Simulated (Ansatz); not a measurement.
Basis-set extrapolation for `COC1O[SiH2]1` (PBE0-D4/def2-TZVP geometry, frozen core, Ansatz). Multiplicity 1, RHF reference.

```tsv
	def2-TZVPP	def2-QZVPP
HF	-517.950276	-517.970521
MP2 correlation	-0.930718	-0.999413
CCSD(T) correlation	-1.003200	not run
```

Energies in hartree. Use E(X) = E(∞) + A·exp(−7.88·√X) for Hartree–Fock and E(X) = E(∞) + B·X^(−2.97) for correlation, with X = 3 and 4, and add CCSD(T) minus MP2 of the smaller set to the MP2 limit.

Question: What is the CCSD(T) energy at the basis-set limit?

Answer: HF limit: -517.970521 + (-0.020245) × 0.13774 = -517.97331. MP2 limit: -0.999413 + (-0.068695) × 0.74074 = -1.05030. Higher-order term: -1.003200 − (-0.930718) = -0.07248. Total: -519.09609 hartree, 3.88 eV below CCSD(T)/def2-TZVPP.
